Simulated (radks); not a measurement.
The numbers below are computed, except where a source is named.
Mean orbital radii <r> (bohr) of the iron ion Fe2+, [Ar] 3d6, at several levels of relativity; Dirac values are averaged over j with weights 2j + 1. Spin-unpolarised spherical Kohn-Sham, PBE, point nucleus unless stated (finite: rms radius 3.7377 fm), a radial shooting solver on a logarithmic mesh with Libxc functionals. A level marked "c x" has the speed of light scaled by that factor and shares open shells by 2j + 1; other Dirac levels either fill j = l - 1/2 first or share by 2j + 1.

shell	non-rel.	scalar-rel., finite nucleus	Dirac, low j first	Dirac, 2j+1 shares, finite nucleus	change of magnitude, last against first (%)
1s	0.05914	0.05846	0.05845	0.05845	-1.17
2s	0.2700	0.2669	0.2667	0.2667	-1.23
2p	0.2367	0.2355	0.2354	0.2354	-0.54
3s	0.8201	0.8113	0.8113	0.8112	-1.09
3p	0.8614	0.8579	0.8580	0.8579	-0.41
3d	1.076	1.081	1.082	1.081	+0.49
4s (empty)	2.528	2.504	2.504	2.504	-0.95
4p (empty)	2.998	2.988	2.988	2.988	-0.33
